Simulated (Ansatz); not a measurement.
Mulliken charges of CH₂BClO₂ (`OB1OC1Cl`) from PBE/def2-TZVPP in Ansatz (PBE0-D4/def2-TZVP geometry).

```json
{"atom": "O1", "x (Å)": "-1.070", "y (Å)": "0.084", "z (Å)": "1.474", "charge (e)": "-0.215"}
{"atom": "B2", "x (Å)": "-0.292", "y (Å)": "-0.110", "z (Å)": "0.409", "charge (e)": "0.114"}
{"atom": "O3", "x (Å)": "-0.164", "y (Å)": "-0.914", "z (Å)": "-0.664", "charge (e)": "-0.197"}
{"atom": "C4", "x (Å)": "0.833", "y (Å)": "0.177", "z (Å)": "-0.544", "charge (e)": "0.062"}
{"atom": "Cl5", "x (Å)": "0.715", "y (Å)": "1.412", "z (Å)": "-1.779", "charge (e)": "-0.108"}
{"atom": "H6", "x (Å)": "-1.811", "y (Å)": "-0.527", "z (Å)": "1.535", "charge (e)": "0.212"}
{"atom": "H7", "x (Å)": "1.850", "y (Å)": "-0.191", "z (Å)": "-0.477", "charge (e)": "0.131"}
```

Question: By hand: the dipole of these point charges (1 e Å = 4.8032 D).

Answer: Σ q r = (0.062, -0.129, 0.282) e Å, of length 0.316 e Å = 1.52 D.

Question: How does the dipole of the full density compare? (Best estimate.)

Answer: Ansatz gave: (-0.156, -0.242, 0.346) e Å, 2.16 D; the point charges give 0.70 times that, at 33° from its direction.

Point charges leave out the atoms' own dipoles, such as those of lone pairs, and Mulliken's split depends on the basis, so the two needn't agree.
